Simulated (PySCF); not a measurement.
HAs, triplet, geometry from GFN2-xTB. Base run: B3LYP/aug-cc-pVDZ run with PySCF.

Geometry (Å):
```xyz
2

As     0.0000     0.0000    -0.0445
H      0.0000     0.0000     1.4699
```
Charge 0, spin multiplicity 3.
Orbitals are unrestricted.
All else is at PySCF's defaults.

Variants of this job, named by their change:

```tsv
change	basis functions	E (Eh)	HOMO (eV)	dipole (D)
base	45	-2236.43567	-6.67	0.19
basis = cc-pVTZ-DK; relativity = none	57	-2221.03366	-6.66	0.25
basis = cc-pVTZ-DK; relativity = spin-free X2C	57	-2261.38245	-6.61	0.13
basis = x2c-SVPall; relativity = spin-free X2C	37	-2260.97933	-6.48	0.20
basis = jorge-DZP-DKH; relativity = none	48	-2230.67205	-6.47	0.40
basis = jorge-DZP-DKH; relativity = spin-free X2C; nucleus = Gaussian (with nucmod='G')	48	-2261.23982	-6.40	0.28
basis = x2c-SVPall; relativity = none	37	-2226.01134	-6.62	0.40
basis = cc-pVTZ-DK; relativity = spin-free X2C; nucleus = Gaussian (with nucmod='G')	57	-2261.36716	-6.61	0.13
basis = x2c-SVPall; relativity = spin-free X2C; nucleus = Gaussian (with nucmod='G')	37	-2260.96737	-6.48	0.20
basis = jorge-DZP-DKH; relativity = spin-free X2C	48	-2261.25361	-6.40	0.28
```

Total energies compare only within one method and basis.

Open shells are given as the SCF converged; they aren't shown to be the lowest states, and a large step between rows can be another state.

Basis sets contracted for a relativistic Hamiltonian are a mismatch without it, so the rows without relativity aren't non-relativistic limits. No row has spin-orbit coupling; sets with core potentials leave out the core electrons.
